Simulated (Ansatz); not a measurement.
Species: C$_{4}$H$_{5}$FO (charge 0, singlet). SMILES: O=C[C@@H]1C[C@H]1F
Geometry from a B3LYP-D3(BJ)/def2-TZVP (Ansatz, an electronic-structure program) optimisation:
```
C
H 1 1.0816
C 1 1.4741 2 115.76
O 3 1.2044 1 124.69 2 0.92
H 3 1.1133 4 120.63 1 -179.86
C 1 1.5080 2 116.08 3 -146.49
F 6 1.3686 1 116.46 2 3.19
H 6 1.0827 7 111.60 1 -142.22
C 6 1.4706 8 120.72 7 146.05
H 9 1.0805 6 117.65 8 -145.32
H 9 1.0822 10 115.61 6 -147.81
```
Charge 0, spin multiplicity 1.

Property: atomisation energy (electronic, to ground-state atoms), in kcal/mol. Cores are frozen in the correlated levels unless marked. UHF or UKS for open shells. No spin-orbit coupling. Non-relativistic. The coupled-cluster limit lacks core correlation, which all-electron functionals hold. CBS marks a two-point X^-3 extrapolation of the correlation energy; Hartree-Fock from the larger set. [CCSD(T)-MP2]/basis is that difference in the basis named.

```csv
level,program,atomisation energy (kcal/mol)
HF/aug-cc-pVTZ,Ansatz,797.5
HF/aug-cc-pVQZ,Ansatz,798.9
PBE0-D4/def2-TZVP,Ansatz + dftd4,1134.0
PBE0/def2-QZVPP,Ansatz,1131.5
```

Question: Estimate the value at RI-MP2/CBS(cc-pVTZ,cc-pVQZ)+[CCSD(T)-MP2]/cc-pVTZ as computed with Ansatz.

Answer: 1119.2 kcal/mol, so PBE0/def2-QZVPP differs from it by 12.3 kcal/mol.
